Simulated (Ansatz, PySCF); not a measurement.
HS2, SMILES [S]S, multiplicity 2. Atoms are numbered in the order given.

```xyz
3

S      0.0056     1.0264     0.0000
S     -0.0853    -0.9338     0.0000
H      1.2275    -1.2879     0.0000
```
Charge 0, spin multiplicity 2.

Coordinates come from a r2SCAN-D4/def2-TZVP optimisation. The isomer is the one that the SMILES or the coordinates give; other isomers of the formula were not compared.

Two levels are set side by side: PBE-D3(BJ)/def2-TZVP (Ansatz, a program for electronic structure) and r2SCAN-D4/def2-TZVP (Ansatz). Each level has its own optimised geometry; the coordinates shown are those of the second. Frequencies come from the Hessian of PySCF at each geometry. Differences are taken from unrounded values.

| quantity | r2SCAN-D4 | PBE-D3(BJ) | PBE-D3(BJ) minus r2SCAN-D4 |
|---|---|---|---|
| mean bond length (Å) | 1.661 | 1.673 | 0.012 |
| bond S1–S2 (Å) | 1.962 | 1.975 | 0.012 |
| bond S2–H3 (Å) | 1.360 | 1.372 | 0.012 |
| highest harmonic wavenumber (cm⁻¹) | 2526 | 2444 | -82 |
| mean harmonic wavenumber (cm⁻¹) | 1351 | 1306 | -46 |
| zero-point energy (kcal/mol) | 5.80 | 5.60 | -0.20 |
